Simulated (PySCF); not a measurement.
Compound: 2-chloro-3-fluoropyridine, C5H3ClFN.
Numbering: `[F:1][c:2]1[cH:3][cH:4][cH:5][n:6][c:7]1[Cl:8]` (hydrogens: H9 on C3; H10 on C4; H11 on C5)

The same species was optimised twice, with GFN2-xTB and with PBE0-D3(BJ)/def2-SVP (PySCF), and the same property calculations (PySCF, gas phase) were run on both structures.

```json
{"coordinate": "F1–C2 (Å)", "GFN2-xTB": "1.340", "PBE0-D3(BJ)/def2-SVP": "1.321", "change": "-0.019"}
{"coordinate": "C7–Cl8 (Å)", "GFN2-xTB": "1.716", "PBE0-D3(BJ)/def2-SVP": "1.728", "change": "+0.012"}
{"coordinate": "C5–N6 (Å)", "GFN2-xTB": "1.322", "PBE0-D3(BJ)/def2-SVP": "1.332", "change": "+0.010"}
{"coordinate": "C3–C4 (Å)", "GFN2-xTB": "1.388", "PBE0-D3(BJ)/def2-SVP": "1.394", "change": "+0.006"}
{"coordinate": "C4–C5 (Å)", "GFN2-xTB": "1.385", "PBE0-D3(BJ)/def2-SVP": "1.392", "change": "+0.007"}
{"coordinate": "C2–C7 (Å)", "GFN2-xTB": "1.397", "PBE0-D3(BJ)/def2-SVP": "1.403", "change": "+0.006"}
{"coordinate": "N6–C7 (Å)", "GFN2-xTB": "1.315", "PBE0-D3(BJ)/def2-SVP": "1.311", "change": "-0.004"}
{"coordinate": "C2–C3 (Å)", "GFN2-xTB": "1.383", "PBE0-D3(BJ)/def2-SVP": "1.385", "change": "+0.002"}
{"coordinate": "C2–C7–Cl8 (°)", "GFN2-xTB": "120.7", "PBE0-D3(BJ)/def2-SVP": "118.4", "change": "-2.3"}
{"coordinate": "N6–C7–Cl8 (°)", "GFN2-xTB": "117.3", "PBE0-D3(BJ)/def2-SVP": "119.0", "change": "+1.7"}
{"coordinate": "F1–C2–C3 (°)", "GFN2-xTB": "120.0", "PBE0-D3(BJ)/def2-SVP": "120.5", "change": "+0.5"}
{"coordinate": "C2–C7–N6 (°)", "GFN2-xTB": "122.0", "PBE0-D3(BJ)/def2-SVP": "122.5", "change": "+0.5"}
{"coordinate": "C4–C5–N6 (°)", "GFN2-xTB": "123.2", "PBE0-D3(BJ)/def2-SVP": "122.8", "change": "-0.4"}
{"coordinate": "C3–C2–C7 (°)", "GFN2-xTB": "119.2", "PBE0-D3(BJ)/def2-SVP": "118.8", "change": "-0.4"}
{"coordinate": "F1–C2–C7 (°)", "GFN2-xTB": "120.9", "PBE0-D3(BJ)/def2-SVP": "120.6", "change": "-0.3"}
{"coordinate": "C2–C3–C4 (°)", "GFN2-xTB": "118.2", "PBE0-D3(BJ)/def2-SVP": "118.4", "change": "+0.2"}
```

Rotational constants: A = 2924, B = 1627, C = 1045 MHz (GFN2-xTB) against A = 2969, B = 1611, C = 1044 MHz (PBE0-D3(BJ)/def2-SVP). Point groups within 0.08 Å: Cs and Cs.

On the GFN2-xTB structure: HOMO (eV) -7.65 [PBE0/pcSseg-1]; LUMO (eV) -1.39 [PBE0/pcSseg-1]; dipole (D) 3.39 [PBE0/pcSseg-1]; GIAO shielding of F1 (ppm) 293.9 [PBE0/pcSseg-1]; GIAO shielding of C2 (ppm) 21.5 [PBE0/pcSseg-1]; GIAO shielding of C3 (ppm) 56.3 [PBE0/pcSseg-1]; GIAO shielding of C4 (ppm) 59.1 [PBE0/pcSseg-1]; GIAO shielding of C5 (ppm) 37.0 [PBE0/pcSseg-1]; GIAO shielding of N6 (ppm) -92.5 [PBE0/pcSseg-1]; GIAO shielding of C7 (ppm) 36.2 [PBE0/pcSseg-1]; GIAO shielding of Cl8 (ppm) 684.7 [PBE0/pcSseg-1].

Question: What do these properties become on the PBE0-D3(BJ)/def2-SVP structure?

Answer: 
| property | level | on GFN2-xTB | on PBE0-D3(BJ)/def2-SVP | change |
| --- | --- | --- | --- | --- |
| HOMO (eV) | PBE0/pcSseg-1 | -7.65 | -7.62 | +0.03 |
| LUMO (eV) | PBE0/pcSseg-1 | -1.39 | -1.39 | 0.00 |
| dipole (D) | PBE0/pcSseg-1 | 3.39 | 3.42 | +0.03 |
| energy, GFN2-xTB geometry as zero (kcal/mol) | PBE0/pcSseg-1 | 0.0 | -0.2 | -0.2 |
| GIAO shielding of F1 (ppm) | PBE0/pcSseg-1 | 293.9 | 294.5 | +0.6 |
| GIAO shielding of C2 (ppm) | PBE0/pcSseg-1 | 21.5 | 22.3 | +0.8 |
| GIAO shielding of C3 (ppm) | PBE0/pcSseg-1 | 56.3 | 55.8 | -0.5 |
| GIAO shielding of C4 (ppm) | PBE0/pcSseg-1 | 59.1 | 56.5 | -2.6 |
| GIAO shielding of C5 (ppm) | PBE0/pcSseg-1 | 37.0 | 35.6 | -1.4 |
| GIAO shielding of N6 (ppm) | PBE0/pcSseg-1 | -92.5 | -90.8 | +1.7 |
| GIAO shielding of C7 (ppm) | PBE0/pcSseg-1 | 36.2 | 35.6 | -0.6 |
| GIAO shielding of Cl8 (ppm) | PBE0/pcSseg-1 | 684.7 | 682.4 | -2.3 |

The heavy atoms differ by 0.019 Å rms after alignment. Among bonds between heavy atoms F1–C2 changes most (-0.019 Å). Changes are differences of the printed values. Neither structure is proved a minimum here.
